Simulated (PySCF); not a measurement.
BiCl₂, SMILES [Cl][Bi][Cl], multiplicity 2.

The structure is a stationary point at B3LYP-D3(BJ)/def2-TZVP. The spin state was assumed, not searched. The isomer is the one that the SMILES or the coordinates give; other isomers of the formula were not compared. The def2 effective core potentials stand for the cores of Bi; spin–orbit coupling is left out.

Method: PySCF with PBE/def2-TZVPD.

Gas-phase values at a fixed geometry.

- total energy: -1134.80323 hartree
- point group: C2v
- α spin, highest occupied and lowest empty level: -5.22 and -3.07 eV
- β spin, highest occupied and lowest empty level: -7.59 and -4.18 eV
- dipole moment: 3.46 D
- quadrupole, principal values (traceless, Buckingham form, about the centre of nuclear charge): -5.41, 1.91, 3.51 D·Å
- mean static polarisability: 79.2 bohr³ (11.73 Å³)
- polarisability, principal values: 62.2, 77.5, 97.8 bohr³
- ⟨S²⟩: 0.752 (pure state 0.75)
